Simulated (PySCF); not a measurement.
C₂H₈OSi₂, SMILES C[Si@H]1CO[SiH2]1.

The structure is a stationary point at TPSSh-D3(BJ)/def2-SVP. The structure was generated by enumeration; whether it is a known compound was not checked.

The numbers are results of SMD-PBE0/6-31G* in PySCF, not measurements.

Solvation free energies are E(SMD) − E(gas) at the gas-phase geometry, for 1 M in both phases. In vacuum the dipole moment is 2.33 D.

Computed solvation free energies in water, n-hexane, toluene:
```tsv
solvent	ΔG(solv) (kcal/mol)	its non-electrostatic (CDS) part	dipole (D)
water	-0.8	3.9	3.18
n-hexane	-2.0	-1.0	2.55
toluene	-2.2	-0.9	2.61
```
